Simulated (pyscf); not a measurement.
**Routes from cyclic C₂HO (SMILES [C]1=CO1) [doublet]**

Candidate steps break at most two bonds and form at most two. Each was searched with GFN2-xTB (tblite) first. Structures and frequencies: ωB97X-D3(BJ)/def2-SVP in PySCF. Energies: ωB97M-D3(BJ)/def2-TZVP, kcal/mol, from the reactant's lowest minimum found, doublet surface; ΔG‡ with ideal gas, 1 atm, RRHO with modes under 100 cm⁻¹ raised to 100, one conformer, R ln 2 for chiral ones without a mode under 150 cm⁻¹.

```json
[
 {"products": "•HC=C=O", "type": "rearrangement (C–H, C–O broken, C–H formed)", "ΔE‡": "10.5", "ΔE": "-51.8", "ΔG‡ 298 K": "9.4", "ΔG‡ 900 K": "10.5", "ν‡ (cm⁻¹)": "342i"},
 {"products": "•HC=C=O", "type": "ring opening (C–O broken, none formed)", "ΔE‡": "25.7", "ΔE": "-51.8", "ΔG‡ 298 K": "23.4", "ΔG‡ 900 K": "23.0", "ν‡ (cm⁻¹)": "1135i"}
]
```

Plain bond fissions and candidates not yet searched are not listed, and one of them may be faster. Each barrier is that of the saddle found; lower ones may exist.
